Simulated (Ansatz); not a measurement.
GeH4OS, SMILES `[OH][GeH2][SH]`, relaxed with RKS PBE0-D4/def2-TZVP in Ansatz 0.2.0 from a PBE-D4/def2-SVP geometry. The force threshold is 0.005 eV/Å; the program also tests the step.

Charge 0, multiplicity 1.

Start:

```xyz
7

O     1.026    1.181   -0.424
Ge   -0.479    0.211   -0.242
S    -0.201   -1.518    1.166
H     1.347    1.482    0.446
H    -1.631    1.038    0.391
H    -0.758   -0.252   -1.689
H     0.697   -2.141    0.352
```

Task: How much energy does the relaxation release, and in how many steps? (Estimate.)

Result: Ansatz gave: 2.88 kJ/mol, in 6 steps.

Task: Which bonds change most? (Estimate.)

Result: Computed: Ge2–S3 from 2.247 to 2.219 Å; O1–Ge2 from 1.800 to 1.777 Å; S3–H7 from 1.362 to 1.343 Å; O1–H4 from 0.976 to 0.960 Å.

Task: Give the relaxed structure. (Estimate.)

Result: Ansatz gave: 
```xyz
7

O     0.997    1.173   -0.403
Ge   -0.489    0.212   -0.250
S    -0.189   -1.487    1.146
H     1.362    1.416    0.452
H    -1.627    1.035    0.375
H    -0.769   -0.254   -1.680
H     0.715   -2.096    0.360
```
